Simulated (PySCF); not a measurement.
**Nuclear quadrupole coupling in `F[C@@H]1SC[C@H]1C(F)(F)F`**

C4H4F4S.
Cartesian coordinates in Å at the GFN2-xTB level; atoms count from 1:
```xyz
13
C4H4F4S angstrom
F     -1.690    0.113   -1.854
C     -1.208   -0.335   -0.670
S     -2.131    0.255    0.805
C     -0.399    0.737    1.179
C      0.078    0.372   -0.230
C      1.323   -0.498   -0.265
F      1.165   -1.634    0.430
F      2.379    0.133    0.265
F      1.660   -0.852   -1.510
H     -1.162   -1.426   -0.721
H     -0.298    1.784    1.449
H      0.017    0.103    1.960
H      0.262    1.249   -0.856
```

Field gradients from the PBE0/pcSseg-1 density (PySCF, non-relativistic), principal values in atomic units, ordered |Vxx| ≤ |Vyy| ≤ |Vzz|:

| atom | Vxx | Vyy | Vzz |
| --- | --- | --- | --- |
| S3 | 0.6585 | 2.4140 | -3.0725 |

**Question.** Find the asymmetry η = (Vxx − Vyy)/Vzz and the couplings χ = eQV/h (234.96 MHz × Q in barn × V in au), with Q(33S) = −0.0678 b.

**Answer.** 
| atom | environment | nucleus | η | χzz (MHz) | χxx (MHz) | χyy (MHz) |
| --- | --- | --- | --- | --- | --- | --- |
| S3 | sulfide sulfur | 33S | 0.57 | 48.95 | -10.49 | -38.46 |

The tensor is traceless: Vxx + Vyy + Vzz = 0.

**Question.** What is Vzz at S3 in SI units (1 au = 9.71736 × 10²¹ V/m²)?

**Answer.** -3.0725 au = -29.857 × 10²¹ V/m².

**Question.** What couplings would deuterons (Q(2H) = 0.00286 b) have in place of the hydrogens, at this geometry?

**Answer.** 
```json
{"atom": "H10", "bonded to": "C2", "bond length (Å)": "1.094", "Vzz (au)": "0.2833", "η": "0.05", "χzz (kHz)": "190"}
{"atom": "H11", "bonded to": "C4", "bond length (Å)": "1.086", "Vzz (au)": "0.3107", "η": "0.02", "χzz (kHz)": "209"}
{"atom": "H12", "bonded to": "C4", "bond length (Å)": "1.088", "Vzz (au)": "0.3033", "η": "0.03", "χzz (kHz)": "204"}
{"atom": "H13", "bonded to": "C5", "bond length (Å)": "1.094", "Vzz (au)": "0.2906", "η": "0.04", "χzz (kHz)": "195"}
```

One conformer (not necessarily the lowest) at the GFN2-xTB geometry, without solvent, vibrations or thermal averaging. GFN2-xTB bond lengths can be off by several hundredths of an ångström, more for odd bonds, and the gradients follow them. The small basis limits the accuracy of the gradients.
